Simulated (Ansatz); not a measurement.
BH₆NO₂Si, SMILES OB(O)[SiH2]N.

Geometry optimised at B3LYP-D3(BJ)/def2-SVP. This is a generated structure with no PubChem entry under its InChIKey; it may be hypothetical. The values are those of a single conformer.

Two levels are set side by side: PBE/def2-SVPD (Ansatz, a quantum-chemistry and plane-wave program) and CAM-B3LYP/def2-SVPD (Ansatz). Energy differences of separate SCF runs at the same geometry; the states with an electron removed or added have multiplicity 2 and 2. Differences are taken from unrounded values.

```json
[
 {"quantity": "vertical ionisation energy (eV)", "CAM-B3LYP": "9.91", "PBE": "9.32", "PBE minus CAM-B3LYP": "-0.60"},
 {"quantity": "vertical singlet–triplet gap (eV)", "CAM-B3LYP": "5.47", "PBE": "4.89", "PBE minus CAM-B3LYP": "-0.59"}
]
```
